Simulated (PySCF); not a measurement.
Computed properties of C2H9FSi2, SMILES F[Si@@H](CC)[SiH3]

C₂H₉FSi₂, SMILES [Si@@H](CC)(F)[SiH3]. Geometry optimised at r2SCAN-D4/def2-SVP. The structure was generated by enumeration; whether it is a known compound was not checked. The values are those of a single conformer. All values are computed for the isolated molecule unless a solvent is named; none is compared with measurement here.

**Structure.** All 36 harmonic modes at r2SCAN-D4/def2-SVP (PySCF) are real, so it is a minimum. With heavy atoms numbered as in [CH3:1][CH2:2][Si@H:3]([F:4])[SiH3:5], the shortest bond between them is C1–C2 at 1.532 Å and the longest Si3–Si5 at 2.350 Å.

**Vibrations.** The strongest infrared lines (harmonic, unscaled, degenerate partners summed) lie at 774 cm⁻¹ (304 km/mol, H 76 %, Si 16 %), 2224 cm⁻¹ (121 km/mol, H 96 %), 861 cm⁻¹ (118 km/mol, H 69 %, Si 20 %, F 9 %). The softest mode is at 53 cm⁻¹ and the zero-point energy is 63.7 kcal/mol.

**Electronic structure.** B3LYP/def2-TZVP (PySCF) places the frontier levels at -7.81 and -0.47 eV, a gap of 7.34 eV, and gives a dipole moment of 1.74 D and a mean polarisability of 79.8 bohr³. PBE/def2-TZVP (PySCF) at the same geometry gives -6.80 and -1.16 eV, so its gap is 1.70 eV narrower. An orbital gap is neither the optical nor the fundamental gap.

**Excitations.** TDA-ωB97X/def2-SVPD (PySCF) has S1 at 6.75 eV (184 nm, f = 0.024, weak); the most intense of the 10 singlets computed lies at 8.52 eV (f = 0.20). T1 (TDA) is at 5.92 eV, 0.83 eV under S1. TDA-PBE/def2-SVPD (PySCF) puts S1 at 6.01 eV. No vertical singlet excitation falls in the visible range (under 3.1 eV).

**NMR.** GIAO shifts at B3LYP/pcSseg-1 (PySCF) (non-relativistic, atoms alike by connectivity averaged): ¹³C from 11.9 to 15.9 ppm against TMS; ¹H from 1.1 to 5.8 ppm against TMS; ²⁹Si from -113.5 to 32.2 ppm against TMS; ¹⁹F at -237.3 ppm against CFCl3.

**Solvation.** SMD-B3LYP/6-31G* (PySCF) gives 2.0 kcal/mol in water, -1.1 kcal/mol in dimethylsulfoxide, -2.7 kcal/mol in ethanol (1 M in both phases, gas-phase geometry); of these solvents ethanol holds the molecule best.
